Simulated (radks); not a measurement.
All-electron atom: Tb in [Xe] 4f9 6s2. Method: non-relativistic Kohn-Sham, PBE, spin-polarised, spherical densities, point nucleus; open shells are filled with parallel spins first (spin-orbit coupling, left out, can overturn this in heavy ions); relativity is left out, which matters for an element this heavy; computed with a radial shooting solver on a logarithmic mesh with Libxc functionals.

Local quantities along the radius. ELF = 1/(1 + alpha^2) is the electron localisation function; alpha = (tau - tau_W)/tau_unif compares the Pauli kinetic energy density with that of the uniform gas (summed over spins).

```
   r/bohr * ELF (the largest magnitude, 1, reaches the edge; | marks zero)
 0.002306 |                                                      *
 0.002685 |                                                      *
  0.00315 |                                                      *
 0.003668 |                                                      *
 0.004304 |                                                      *
 0.005011 |                                                      *
  0.00588 |                                                      *
   0.0069 |                                                      *
 0.008033 |                                                      *
 0.009427 |                                                      *
  0.01097 |                                                     *
  0.01288 |                                                    *
  0.01499 |                                                   *
  0.01759 |                                               *
  0.02048 |                                         *
  0.02404 |                               *
  0.02798 |                      *
  0.03284 |                 *
  0.03823 |                  *
  0.04486 |                        *
  0.05264 |                                *
  0.06129 |                                     *
  0.07192 |                                       *
  0.08372 |                                    *
  0.09825 |                            *
   0.1144 |                    *
   0.1342 |                   *
   0.1563 |                          *
   0.1834 |                                   *
   0.2135 |                                       *
   0.2505 |                                    *
    0.294 |                      *
   0.3422 |            *
   0.4016 |                 *
   0.4676 |                                *
   0.5487 |                                       *
   0.6388 |                                      *
   0.7496 |                              *
   0.8727 |                   *
    1.024 |               *
    1.192 |                    *
    1.399 |                              *
    1.629 |                                  *
    1.911 |                              *
    2.243 |                 *
    2.611 |      *
    3.064 |    *
    3.567 |           *
    4.186 |                                      *
    4.873 |                                                   *
    5.719 |                                                      *
    6.658 |                                                      *
    7.813 |                                                      *
    9.096 |                                                      *
    10.67 |                                                      *
    12.43 |                                                      *
    14.58 |                                                      *
```

On this mesh the ELF has minima near r = 0.033, 0.13, 0.34, 1.0, 3.1 bohr, which separate the shells, and maxima near 0.072 (0.73), 0.21 (0.73), 0.55 (0.73), 1.6 (0.63), 9.1 (1.00).
